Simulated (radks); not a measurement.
The calcium ion Ca4+, 16 electrons, occupied as [Ne] 3s2 3p4. Method: non-relativistic Kohn-Sham, XLYP, spin-polarised, spherical densities, point nucleus; open shells are filled with parallel spins first; computed with a radial shooting solver on a logarithmic mesh with Libxc functionals. Some entries of the table are withheld. Estimate them.

| orbital | occ. | eigenvalue (hartree) | <r^2> (bohr^2) |
|---|---|---|---|
| 1s up | 1 | -146.6585 | 0.008035 |
| 1s down | 1 | -146.6338 | 0.008033 |
| 2s up | 1 | (1) | 0.1588 |
| 2s down | 1 | (2) | 0.1586 |
| 2p up | 3 | -14.43709 | 0.1329 |
| 2p down | 3 | -14.40717 | 0.1327 |
| 3s up | 1 | -3.60918 | 1.381 |
| 3s down | 1 | -3.48958 | 1.400 |
| 3p up | 3 | (3) | 1.556 |
| 3p down | 1 | (4) | 1.591 |

Answer. 
(1) 2s up eigenvalue (hartree): -17.21644
(2) 2s down eigenvalue (hartree): -17.19606
(3) 3p up eigenvalue (hartree): -2.88815
(4) 3p down eigenvalue (hartree): -2.77395
